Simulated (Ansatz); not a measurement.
Mulliken charges of `O[CH2][ZnH]` from r2SCAN/def2-TZVPP in Ansatz (PBE0-D4/def2-TZVP geometry).

```tsv
atom	x (Å)	y (Å)	z (Å)	charge (e)
O1	-1.095	0.484	-0.906	-0.368
C2	-0.123	0.580	0.143	-0.054
Zn3	1.099	-0.971	0.198	0.240
H4	-1.713	-0.215	-0.682	0.198
H5	-0.606	0.787	1.107	0.059
H6	0.466	1.472	-0.087	0.069
H7	2.032	-2.205	0.183	-0.143
```

**Question.** By hand: the dipole of these point charges (1 e Å = 4.8032 D).

**Answer.** Σ q r = (0.040, -0.022, 0.271) e Å, of length 0.275 e Å = 1.32 D.

**Question.** How does the dipole of the full density compare? (An estimate is asked.)

**Answer.** Computed: (-0.075, -0.086, 0.247) e Å, 1.31 D; the point charges give 1.01 times that, at 28° from its direction.

Point charges leave out the atoms' own dipoles, such as those of lone pairs, and Mulliken's split depends on the basis, so the two needn't agree.
